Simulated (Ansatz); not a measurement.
The same redistribution along the group B, Al, Ga.

Gas-phase electronic energies from Ansatz, PBE0-D4/def2-TZVP geometries. CBS: MP2 limit from def2 TZ/QZ plus the TZ coupled-cluster correction, frozen cores. This one scheme is used for every species. DFT in def2-TZVPP. def2 core potentials past Kr. For Br, Ga, Sn outer-core shells are correlated without core-valence functions, which leaves a few kJ/mol of doubt a bond. Scalar relativity is left out up to krypton. One conformer a species, not always the lowest.

```tsv
reaction	ωB97X-V (eV)	B97M-V (eV)	MP2/CBS(def2) (eV)	LDA (SPW92) (eV)	CCSD(T)/CBS(def2) (eV)
`CB(N)S` + `[F][SnH]([Cl])[Br]` → `NB(S)Cl` + `[CH3][SnH]([F])[Br]`	0.12	0.19	0.05	0.07	0.09
`[CH3][Al]([NH2])[SH]` + `[F][SnH]([Cl])[Br]` → `[NH2][Al]([SH])[Cl]` + `[CH3][SnH]([F])[Br]`	-0.76	-0.69	-0.83	-0.71	-0.79
`[CH3][Ga]([NH2])[SH]` + `[F][SnH]([Cl])[Br]` → `[NH2][Ga]([SH])[Cl]` + `[CH3][SnH]([F])[Br]`	-0.41	-0.37	-0.40	-0.37	-0.39
```

Largest T1 diagnostic: 0.012, for `[CH3][Ga]([NH2])[SH]`.
